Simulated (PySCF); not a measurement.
## TlSi: from constants to spectrum

UHF-CCSD(T) constants of TlSi, ⁴Σ⁻ (quartet), unpaired electrons σ ↑, π ↑↑ (PySCF, scalar-relativistic core potentials, basis sets Tl def2-TZVPP with ECP60, Si def2-TZVPP; masses 204.9744 and 27.9769 u):

```
ωe              : 236.9 cm⁻¹
ωexe            : 0.76 cm⁻¹
Be              : 0.09571 cm⁻¹
αe              : 0.000471 cm⁻¹
D (centrifugal) : 6.25e-08 cm⁻¹
De to Tl + Si   : 2.09 eV
```

Task: Give the vibrational terms G(v) and spacings up to v = 6.

Result: G(v) = ωe(v+½) − ωexe(v+½)².

```json
{"v": "0", "G(v) (cm⁻¹)": "118.3", "G(v) − G(v−1)": "", "Bv (cm⁻¹)": "0.09547"}
{"v": "1", "G(v) (cm⁻¹)": "353.6", "G(v) − G(v−1)": "235.4", "Bv (cm⁻¹)": "0.09500"}
{"v": "2", "G(v) (cm⁻¹)": "587.5", "G(v) − G(v−1)": "233.9", "Bv (cm⁻¹)": "0.09453"}
{"v": "3", "G(v) (cm⁻¹)": "819.8", "G(v) − G(v−1)": "232.3", "Bv (cm⁻¹)": "0.09406"}
{"v": "4", "G(v) (cm⁻¹)": "1050.7", "G(v) − G(v−1)": "230.8", "Bv (cm⁻¹)": "0.09359"}
{"v": "5", "G(v) (cm⁻¹)": "1280.0", "G(v) − G(v−1)": "229.3", "Bv (cm⁻¹)": "0.09312"}
{"v": "6", "G(v) (cm⁻¹)": "1507.7", "G(v) − G(v−1)": "227.8", "Bv (cm⁻¹)": "0.09265"}
```

Task: How well does the Morse estimate ωe²/(4ωexe) reproduce De, and what is D0?

Result: It gives 2.29 eV, 110 % of the computed De. D0 = De − G(0) = 2.09 − 0.01 = 2.08 eV.

Correlated steps freeze 9 core orbitals. Spin–orbit coupling is left out, which matters for elements this heavy, above all for dissociation energies. The state was picked by a PBE0 search and need not be the measured ground state.
